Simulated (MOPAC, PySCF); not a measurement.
Scan of CH4B (anion, charge -1), singlet: twist about the double or partial double bond, both ends planar. Scanned: twist about the central bond. Other coordinates (C-B length, H-C-B angle, H-B-C angle, C-H length, B-H length) were minimised at B3LYP/def2-TZVP.

- MP2 on RHF/aug-cc-pVDZ, 2 core orbitals frozen (PySCF)
- PM7, restricted, heats of formation (MOPAC)
- M06-2X/aug-cc-pVDZ (PySCF)

Energies in kcal/mol, each method relative to its own lowest point.

```csv
at / °,MP2,PM7,M06-2X
0,0.0,0.0,0.0
7.50,0.5,…,0.5
15,2.0,1.5,2.0
22.50,4.6,…,4.5
30,8.0,6.0,8.0
37.50,12.4,…,12.4
45,17.6,13.4,17.6
52.50,23.6,…,23.5
60,30.2,23.5,29.9
67.50,37.1,29.6,36.8
75,44.3,36.2,43.6
82.50,50.8,…,50.0
90,54.4,55.5,53.9
```

### Question
Some entries are withheld; supply them.

### Answer

- 7.50, PM7: 0.4
- 22.50, PM7: 3.4
- 37.50, PM7: 9.3
- 52.50, PM7: 18.1
- 82.50, PM7: 43.1

Near 90° the triplet can lie below this singlet.
